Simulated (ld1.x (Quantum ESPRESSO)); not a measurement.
**Be (Z = 4) RRKJ: all-electron and pseudo phase curves**

* Element: beryllium (Be)
* Generator: ld1.x (Quantum ESPRESSO) 7.5
* Type: norm-conserving RRKJ (Kleinman–Bylander form)
* Functional: revPBE
* Relativity: scalar-relativistic
* Frozen core: none
* Valence charge: 4
* Reference configuration: 1s2 2s2 2p0
* Partial waves: 1s (bound): rc 0.30 bohr; 3d channel at 0.45 Ry: rc 3.95 bohr; 2p (bound, empty): rc 3.75 bohr
* Local potential: the p channel
* Core correction: none

Occupied shells without a wave of their own: 2s. They enter only through the test configuration that unscreens the potential.

The phase is arctan(r·u′/u) with u = r·R(r), unwrapped; energies in Ry, scanned from -10 to 5 Ry. A pole is an energy at which the radial function vanishes at the test radius. The pseudo phase is shifted by a multiple of π to meet the all-electron one at the reference energy, and phase errors are pseudo minus all-electron; the curves can meet again beyond the range given. Levels narrower than the energy grid can be missing from the lists of poles.

```
channel  radius (bohr)  reference energy (Ry)  poles, all-electron  poles, pseudo  unbroken range about the reference energy with phases within 0.05 rad  phase error 1 Ry above the reference energy (rad)
      s           4.29                  -7.82          -0.28, 1.76    -0.36, 1.85                                                             below -0.7                                             +0.000
      p           4.29                  -0.15     0.04, 1.78, 4.63     0.04, 2.06                                                              below 0.4                                             +0.642
      d           4.29                   0.45           1.10, 3.50     0.88, 1.60                                                              below 0.8                                             -2.969
```

A Bessel basis up to 400 Ry misses an occupied level by 0.08 Ry, so cutoffs and ghosts were not judged. The potential misses its own reference levels by up to 0.7 eV.

Phases in the s channel:

| E (Ry) | all-electron | pseudo |
| --- | --- | --- |
| -10.00 | 1.496 | 1.496 |
| -9.52 | 1.494 | 1.494 |
| -9.04 | 1.492 | 1.492 |
| -8.56 | 1.490 | 1.490 |
| -8.08 | 1.488 | 1.488 |
| -7.60 | 1.485 | 1.485 |
| -7.12 | 1.482 | 1.482 |
| -6.64 | 1.479 | 1.479 |
| -6.16 | 1.475 | 1.475 |
| -5.68 | 1.471 | 1.471 |
| -5.20 | 1.466 | 1.466 |
| -4.72 | 1.461 | 1.461 |
| -4.24 | 1.455 | 1.455 |
| -3.76 | 1.447 | 1.447 |
| -3.28 | 1.437 | 1.438 |
| -2.80 | 1.425 | 1.425 |
| -2.32 | 1.409 | 1.409 |
| -1.84 | 1.385 | 1.386 |
| -1.36 | 1.345 | 1.346 |
| -0.88 | 1.246 | 1.242 |
| -0.40 | -1.220 | -1.483 |
| 0.08 | -1.852 | -1.897 |
| 0.56 | -2.714 | -2.815 |
| 1.04 | -4.434 | -4.416 |
| 1.52 | -4.659 | -4.642 |
| 2.00 | -4.757 | -4.737 |
| 2.48 | -4.858 | -4.820 |
| 2.96 | -5.141 | -4.976 |
| 3.44 | -7.277 | -6.242 |
| 3.92 | -7.697 | -7.604 |
| 4.40 | -7.791 | -7.755 |
| 4.88 | -7.841 | -7.816 |
